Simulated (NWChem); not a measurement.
AlAsH3F; SMILES [F][AlH][AsH2]

```xyz
6

Al    -0.5579     1.2197    -0.0140
As     0.0988    -1.1095    -0.0473
H     -1.0138    -1.4387     0.9452
H      1.1179    -0.8471     1.0570
F      0.6585     2.3634    -0.0217
H     -2.0399     1.7727    -0.0637
```
Atoms are numbered in this order, from 1.

Computed with NWChem. Structure relaxed at the PBE0/def2-SVP level.

Task: Order these by “orbital gap (eV)”, lowest first: Hartree-Fock/pcseg-1; Hartree-Fock/STO-3G; Hartree-Fock/aug-pcseg-1.

Result: Hartree-Fock/aug-pcseg-1 (10.50), Hartree-Fock/pcseg-1 (11.13), Hartree-Fock/STO-3G (14.94)
